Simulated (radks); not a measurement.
The numbers below are computed, except where a source is named.
Spherical quantum dot in the effective-mass picture: electrons in a well V = -V0 / (1 + exp((r - R)/a)) with V0 = 12.1, R = 3.12, a = 0.14, with a point charge +1 (a donor) at the centre, all in effective atomic units (hartree* = m*/eps^2 hartree, bohr* = eps/m* bohr), one dielectric constant everywhere. Level of theory: non-relativistic Kohn-Sham, r2SCAN, spin-polarised, spherical densities, generalised Kohn-Sham scheme (a radial shooting solver with Libxc functionals). Levels are named by radial order and angular momentum (1s, 1p, 1d, 2s, ...), and open shells are averaged over m. Results are scaled to m* = 0.373 and eps = 12.6, for which hartree* = 63.93 meV and bohr* = 1.788 nm.

N = 19, configuration 1s2 1p6 1d10 2s(up 1, down 0). This is the lowest configuration that the search found. Occupied and some empty levels:

level    occupation  eigenvalue (meV)  <r> (nm)
1s up             1           -282.75     3.420
1s down           1           -280.33     3.566
1p up             3           -259.84     3.857
1p down           3           -259.49     3.863
1d up             5           -227.65     4.055
1d down           5           -227.32     4.051
2s up             1           -205.97     2.414
2s down           0           -188.33     2.466
1f up             0           -185.48     4.205
1f down           0           -184.95     4.202
1g up             0           -134.09     4.330
1g down           0           -133.39     4.329
2p up             0           -126.11     3.018
2p down           0           -120.76     3.102

Energy (meV): total -9237.20, kinetic 1392.5, external -14879, Hartree 4843.6, exchange-correlation -594.70.

Electron density:

r (nm)  n(r) (e/nm^3)
0.159          0.1027
0.557         0.06511
0.956         0.04178
1.35          0.02862
1.75          0.02280
2.15          0.02261
2.55          0.02682
2.95          0.03377
3.35          0.04082
3.75          0.04450
4.15          0.04146
4.54          0.03076
4.94          0.01644
5.34         0.005568
5.74         0.001149
6.14        0.0001755
6.54       0.00002486
6.94        3.546e-06
7.33        5.230e-07
7.73        7.934e-08
